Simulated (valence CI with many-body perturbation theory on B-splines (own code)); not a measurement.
The numbers below are computed, except where a source is named.
**Cl¹²⁺: what the settings do**

Level of theory: configuration interaction combined with many-body perturbation theory (CI+MBPT): three valence electrons over a frozen Dirac-Fock core [He], a basis of 6 s, 6 p, 5 d, 3 f, 1 g functions for each j, with the one-electron correlation potential Σ1 (screened to all orders), the two-electron term Σ2, the three-electron term Σ3, Breit, model QED; selected single and double excitations, second order for the rest, scaled by the run's own slope (own B-spline code, finite nucleus).

No measured levels were compared; by estimate levels of excited configurations hold to 0.05 to 0.15 % of their energy, terms of the ground configuration to about 0.5 %.

The reference run has the lowest level 2s2.2p 2P°_1/2 and an ionisation energy of 656.253 eV. Its largest variational space holds 4162 state functions.

Changed runs:
A. selection threshold (hartree) 2e-08 → 1e-05
B. scale of Σ2 1 → 0.5
C. screening of Σ1 on → off
D. start configuration 2s2 2p1 → 2s2 2p2 (bad on purpose)

Excitation energies of the reference run in cm⁻¹, and shifts in cm⁻¹:

```tsv
Level	Reference	A	B	C
2s2.2p 2P°_3/2	17409	-0.9	+0.6	-0.1
2s.2p2 4P_1/2	211023	0	+57	+3.0
2s.2p2 4P_3/2	217491	-1.5	+58	+3.0
2s.2p2 4P_5/2	226358	-1.0	+58	+2.9
2s.2p2 2D_3/2	378059	-2.2	+258	+2.5
2s.2p2 2D_5/2	378600	-2.3	+257	+2.5
2s.2p2 2S_1/2	477188	+0.1	+198	+2.1
2s.2p2 2P_1/2	504569	+0.2	+988	+2.2
2s.2p2 2P_3/2	512665	-2.4	+1130	+2.2
2p3 4S°_3/2	662901	-0.6	+1140	+5.7
2p3 2D°_3/2	749800	-4.2	+868	+5.3
2p3 2D°_5/2	750859	-4.1	+867	+5.3
Ionisation energy (eV)	656.253	0	+0.027	-0.0031
```

Run D: It gave no result: the electrons of core and valence do not add up to the charge. The program said: "core and valence hold 6 electrons, the ion has 5".
